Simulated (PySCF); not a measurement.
**C4H12O4Si: core ionisation energies**

C4H12O4Si.
Numbering: `[CH3:1][O:2][Si:3]([O:4][CH3:5])([O:6][CH3:7])[O:8][CH3:9]`

Method used: delta-SCF UKS SCAN, pcX-2 on the ionised atom, pcseg-1 elsewhere, spin-free X2C in PySCF. Each binding energy is the total energy of the core-ionised species, with the hole localised on one atom, minus that of the ground state; both are solved self-consistently, so orbital relaxation is included.

Task: Give the core binding energies atom by atom.

Result: 
| atom(s) | environment | level | binding energy (eV) | 2p1/2 (eV) | count |
| --- | --- | --- | --- | --- | --- |
| Si3 | oxygen-bound silicon | Si 2p3/2 | 107.91 | 108.54 | 1 |
| C1/C5/C7/C9 | methoxy carbon | C 1s | 292.25 | – | 4 |
| O2/O4/O6/O8 | silyl ether oxygen | O 1s | 538.00 | – | 4 |
| Si3 | oxygen-bound silicon | Si 1s | 1848.20 | – | 1 |

Task: Which effective nuclear charge Zeff reproduces each element's mean 1s value in the hydrogen-like formula E = 13.606 eV × Zeff²?

Result: C (Z = 6): mean 292.2 eV, Zeff = 4.63, Z − Zeff = 1.37; O (Z = 8): mean 538.0 eV, Zeff = 6.29, Z − Zeff = 1.71; Si (Z = 14): mean 1848.2 eV, Zeff = 11.66, Z − Zeff = 2.34. Means run over the listed sites, weighted by atom count.

One atom of each set of topologically equivalent atoms was ionised and stands for the set; in this conformer not all members are related by symmetry, and their own values weren't computed. The 2p values aren't plain energy differences: one relaxed spin-free 2p hole is combined with a matrix within the shell (ground-state 2p orbital-energy differences and spin–orbit coupling). 2p3/2, the mean of its two sublevels, lies a third of the splitting below the shell's mean and 2p1/2 two thirds above it; the statistical areas are 2:1. 2p1/2 minus 2p3/2 (ligand field included): Si 0.62 eV. Isolated species at its PBE0-D3(BJ)/def2-SVP geometry (one conformer only).

The values belong to the conformer `[CH3:1][O:2][Si:3]([O:4][CH3:5])([O:6][CH3:7])[O:8][CH3:9]`: C1–O2–Si3–O4 44°, O2–Si3–O4–C5 -166°, O2–Si3–O6–C7 -43°, O2–Si3–O8–C9 -74°.
